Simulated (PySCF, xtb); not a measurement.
BCl2, SMILES Cl[B-]Cl (connectivity only; charge and spin as stated), charge -1, multiplicity 1.

Harmonic wavenumbers (cm⁻¹) from GFN2-xTB (xtb) at its own minimum, in rising order: 245, 367, 637.

Q: What does PBE-D3(BJ)/def2-TZVPD (PySCF) give at its own minimum? (Estimate from the structure and the level; the computed values follow.)

A: 237, 496, 498. Paired by order, the mean absolute difference is 92 cm⁻¹ and the zero-point energies are 1.8 and 1.8 kcal/mol.
